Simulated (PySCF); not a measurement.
BClF2.

```xyz
4

B      0.0000     0.0000    -0.4412
F      0.0000    -1.1416    -1.1133
F      0.0000     1.1416    -1.1133
Cl     0.0000     0.0000     1.3085
```

Geometry: PBE-D3(BJ)/def2-TZVP.

Calculation: B3LYP/pcSseg-2 (PySCF). Non-relativistic, no solvent.

Question: Give the absolute GIAO shielding of each atom: isotropic value and principal components (ppm). (An estimate is asked for; the answer gives what the named calculation found.)

Answer: 
```
atom  σ(iso)    σ11    σ22     σ33   span
----  ------  -----  -----  ------  -----
B1      73.2   63.1   68.5    88.1   25.0
F2     242.7   86.1  304.3   337.6  251.5
F3     242.7   86.1  304.3   337.6  251.5
Cl4    851.8  673.3  873.1  1009.0  335.8
```
